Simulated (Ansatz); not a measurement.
Input for Ansatz (a quantum-chemistry and plane-wave program): R-B3LYP-D3(BJ)/def2-TZVP on C4H4 (SMILES C=C=C=C).

Ansatz 0.2 input:
```yaml
crystal:
  periodic: [false, false, false]
  atoms:
    - {symbol: C, position_ang: [1.85010000, -0.29040000, 0.30760000]}
    - {symbol: C, position_ang: [0.58500000, -0.09180000, 0.09730000]}
    - {symbol: C, position_ang: [-0.58500000, 0.09180000, -0.09730000]}
    - {symbol: C, position_ang: [-1.85010000, 0.29040000, -0.30760000]}
    - {symbol: H, position_ang: [2.21690000, -1.27420000, 0.57540000]}
    - {symbol: H, position_ang: [2.55860000, 0.52460000, 0.21860000]}
    - {symbol: H, position_ang: [-2.26920000, 0.17340000, -1.30000000]}
    - {symbol: H, position_ang: [-2.50620000, 0.57620000, 0.50600000]}
basis:
  gaussian:
    orbitals: def2-TZVP
hamiltonian:
  xc: b3lyp
  dispersion: d3bj
relax: {f_tol: 0.004, max_steps: 120}
scf: {lower_state_search: off}
```

The log:

```
WARN ansatz: RAYON_NUM_THREADS=4 ignored (pool sized by the plan → 4); use --threads N
Functional definition: B3LYP
these checks for a lower state are left out or cut short: stability, starts, cluster_reference, orbital_swaps, neighbouring_geometries, increment
integrals: 0.05 GiB planned
896 factors; their error is unknown
mean field: 0.52 GiB planned
mean field evaluation 1: about -4201.2402 eV, gradient 5.8e1 eV
mean field evaluation 2: about -4199.1307 eV, gradient 6.2e1 eV
mean field evaluation 4: about -4209.1835 eV, gradient 1.2e1 eV
mean field evaluation 8: about -4209.6161 eV, gradient 1.7e-1 eV
mean field evaluation 16: about -4209.6092 eV, gradient 2.8e-4 eV
mean field -4209.60920714 eV, -154.7002849869 hartree, gradient 3.6e-6 eV, S^2 0.000000; 0 other end points of the search recorded, 0 dependent functions left out
the calculation of the forces begins
reference -4209.60945025 eV, -154.7002939209 hartree; 14, 14 occupied and 134, 134 virtual orbitals, 896 factors
relax step   1: F+E_penalty+E_count = -4209.82726495 eV  Δ(F+E_penalty+E_count) = +0.000e0 eV  max|allowed force component| = 3.072e0 eV/Å  Δτ_max = 0.0000 Å  (19 SCF iters, accepted)
these checks for a lower state are left out or cut short: stability, starts, cluster_reference, orbital_swaps, neighbouring_geometries, increment
integrals: 0.05 GiB planned
896 factors; their error is unknown
mean field: 0.51 GiB planned
mean field -4210.87143473 eV, -154.7466709952 hartree, gradient 1.2e-6 eV, S^2 0.000000; 0 other end points of the search recorded, 0 dependent functions left out
the calculation of the forces begins
reference -4210.87168636 eV, -154.7466802424 hartree; 14, 14 occupied and 134, 134 virtual orbitals, 896 factors
relax step   2: F+E_penalty+E_count = -4211.08625515 eV  Δ(F+E_penalty+E_count) = -1.259e0 eV  max|allowed force component| = 1.139e0 eV/Å  Δτ_max = 0.1971 Å  (25 SCF iters, accepted)
these checks for a lower state are left out or cut short: stability, starts, cluster_reference, orbital_swaps, neighbouring_geometries, increment
integrals: 0.05 GiB planned
896 factors; their error is unknown
mean field: 0.51 GiB planned
mean field evaluation 32: about -4211.5454 eV, gradient 2.3e-1 eV
mean field -4211.54097051 eV, -154.7712759814 hartree, gradient 1.6e-6 eV, S^2 0.000000; 0 other end points of the search recorded, 0 dependent functions left out
the calculation of the forces begins
reference -4211.54122899 eV, -154.7712854803 hartree; 14, 14 occupied and 134, 134 virtual orbitals, 896 factors
relax step   3: F+E_penalty+E_count = -4211.75487195 eV  Δ(F+E_penalty+E_count) = -6.686e-1 eV  max|allowed force component| = 1.344e0 eV/Å  Δτ_max = 0.1947 Å  (18 SCF iters, accepted)
these checks for a lower state are left out or cut short: stability, starts, cluster_reference, orbital_swaps, neighbouring_geometries, increment
integrals: 0.05 GiB planned
896 factors; their error is unknown
mean field: 0.52 GiB planned
mean field -4211.94048127 eV, -154.7859577309 hartree, gradient 1.4e-6 eV, S^2 0.000000; 0 other end points of the search recorded, 0 dependent functions left out
the calculation of the forces begins
reference -4211.94073014 eV, -154.7859668767 hartree; 14, 14 occupied and 134, 134 virtual orbitals, 896 factors
relax step   4: F+E_penalty+E_count = -4212.15547330 eV  Δ(F+E_penalty+E_count) = -4.006e-1 eV  max|allowed force component| = 2.099e0 eV/Å  Δτ_max = 0.1957 Å  (19 SCF iters, accepted)
these checks for a lower state are left out or cut short: stability, starts, cluster_reference, orbital_swaps, neighbouring_geometries, increment
integrals: 0.05 GiB planned
896 factors; their error is unknown
mean field: 0.52 GiB planned
mean field -4212.05232005 eV, -154.7900677301 hartree, gradient 1.6e-6 eV, S^2 0.000000; 0 other end points of the search recorded, 0 dependent functions left out
the calculation of the forces begins
reference -4212.05257076 eV, -154.7900769438 hartree; 14, 14 occupied and 134, 134 virtual orbitals, 896 factors
relax step   5: F+E_penalty+E_count = -4212.26633819 eV  Δ(F+E_penalty+E_count) = -1.109e-1 eV  max|allowed force component| = 1.028e0 eV/Å  Δτ_max = 0.1959 Å  (19 SCF iters, accepted)
these checks for a lower state are left out or cut short: stability, starts, cluster_reference, orbital_swaps, neighbouring_geometries, increment
integrals: 0.05 GiB planned
896 factors; their error is unknown
mean field: 0.52 GiB planned
mean field -4212.17881381 eV, -154.7947162901 hartree, gradient 1.0e-6 eV, S^2 0.000000; 0 other end points of the search recorded, 0 dependent functions left out
the calculation of the forces begins
reference -4212.17906072 eV, -154.7947253639 hartree; 14, 14 occupied and 134, 134 virtual orbitals, 896 factors
relax step   6: F+E_penalty+E_count = -4212.39315168 eV  Δ(F+E_penalty+E_count) = -1.268e-1 eV  max|allowed force component| = 4.530e-1 eV/Å  Δτ_max = 0.0541 Å  (20 SCF iters, accepted)
these checks for a lower state are left out or cut short: stability, starts, cluster_reference, orbital_swaps, neighbouring_geometries, increment
integrals: 0.05 GiB planned
896 factors; their error is unknown
mean field: 0.52 GiB planned
mean field evaluation 64: about -4212.0331 eV, gradient 1.6e-6 eV
mean field -4212.03313854 eV, -154.7893628227 hartree, gradient 1.8e-6 eV, S^2 0.000000; 0 other end points of the search recorded, 0 dependent functions left out
the calculation of the forces begins
reference -4212.03339299 eV, -154.7893721735 hartree; 14, 14 occupied and 134, 134 virtual orbitals, 896 factors
relax step   7: F+E_penalty+E_count = -4212.24774402 eV  Δ(F+E_penalty+E_count) = +1.454e-1 eV  max|allowed force component| = 1.089e0 eV/Å  Δτ_max = 0.2000 Å  (18 SCF iters, rejected (line search))
these checks for a lower state are left out or cut short: stability, starts, cluster_reference, orbital_swaps, neighbouring_geometries, increment
integrals: 0.05 GiB planned
896 factors; their error is unknown
mean field: 0.52 GiB planned
mean field -4212.19163580 eV, -154.7951874895 hartree, gradient 1.2e-6 eV, S^2 0.000000; 0 other end points of the search recorded, 0 dependent functions left out
the calculation of the forces begins
reference -4212.19188275 eV, -154.7951965650 hartree; 14, 14 occupied and 134, 134 virtual orbitals, 896 factors
relax step   8: F+E_penalty+E_count = -4212.40582474 eV  Δ(F+E_penalty+E_count) = -1.267e-2 eV  max|allowed force component| = 1.081e-1 eV/Å  Δτ_max = 0.0299 Å  (20 SCF iters, accepted)
these checks for a lower state are left out or cut short: stability, starts, cluster_reference, orbital_swaps, neighbouring_geometries, increment
integrals: 0.05 GiB planned
896 factors; their error is unknown
mean field: 0.52 GiB planned
mean field -4212.19170285 eV, -154.7951899535 hartree, gradient 1.2e-6 eV, S^2 0.000000; 0 other end points of the search recorded, 0 dependent functions left out
the calculation of the forces begins
reference -4212.19194977 eV, -154.7951990279 hartree; 14, 14 occupied and 134, 134 virtual orbitals, 896 factors
relax step   9: F+E_penalty+E_count = -4212.40594936 eV  Δ(F+E_penalty+E_count) = -1.246e-4 eV  max|allowed force component| = 2.185e-2 eV/Å  Δτ_max = 0.0028 Å  (21 SCF iters, accepted)
these checks for a lower state are left out or cut short: stability, starts, cluster_reference, orbital_swaps, neighbouring_geometries, increment
integrals: 0.05 GiB planned
896 factors; their error is unknown
mean field: 0.52 GiB planned
mean field -4212.19162474 eV, -154.7951870831 hartree, gradient 1.9e-6 eV, S^2 0.000000; 0 other end points of the search recorded, 0 dependent functions left out
the calculation of the forces begins
reference -4212.19187168 eV, -154.7951961581 hartree; 14, 14 occupied and 134, 134 virtual orbitals, 896 factors
relax step  10: F+E_penalty+E_count = -4212.40587815 eV  Δ(F+E_penalty+E_count) = +7.121e-5 eV  max|allowed force component| = 8.317e-3 eV/Å  Δτ_max = 0.0052 Å  (19 SCF iters, rejected (line search))
these checks for a lower state are left out or cut short: stability, starts, cluster_reference, orbital_swaps, neighbouring_geometries, increment
integrals: 0.05 GiB planned
896 factors; their error is unknown
mean field: 0.52 GiB planned
mean field -4212.19170436 eV, -154.7951900092 hartree, gradient 1.2e-6 eV, S^2 0.000000; 0 other end points of the search recorded, 0 dependent functions left out
the calculation of the forces begins
reference -4212.19195130 eV, -154.7951990839 hartree; 14, 14 occupied and 134, 134 virtual orbitals, 896 factors
relax step  11: F+E_penalty+E_count = -4212.40595720 eV  Δ(F+E_penalty+E_count) = -7.838e-6 eV  max|allowed force component| = 7.189e-4 eV/Å  Δτ_max = 0.0009 Å  (20 SCF iters, accepted)
Total energy: -4212.40620414 eV, -154.8030727306 hartree
Atom 0 at     1.894523    -0.297385     0.314990 Å, force    -0.000710     0.000152    -0.000100 eV/Å
Atom 1 at     0.615839    -0.096643     0.102412 Å, force    -0.000230     0.000041    -0.000076 eV/Å
Atom 2 at    -0.615811     0.096700    -0.102375 Å, force     0.000230    -0.000134    -0.000004 eV/Å
Atom 3 at    -1.894499     0.297377    -0.314996 Å, force     0.000719    -0.000018     0.000170 eV/Å
Atom 4 at     2.242236    -0.873457     1.165101 Å, force     0.000105    -0.000233     0.000324 eV/Å
Atom 5 at     2.648184     0.105787    -0.352020 Å, force     0.000256     0.000167    -0.000251 eV/Å
Atom 6 at    -2.242214     0.873442    -1.165112 Å, force    -0.000092     0.000190    -0.000329 eV/Å
Atom 7 at    -2.648158    -0.105820     0.351998 Å, force    -0.000277    -0.000164     0.000265 eV/Å
Dipole moment:    -0.000000    -0.000008    -0.000005 e Å
Checks for a lower state left out: stability, starts, cluster_reference, orbital_swaps, neighbouring_geometries, increment
```

Self-consistency was reached.

Cost: very roughly 40 core-seconds.
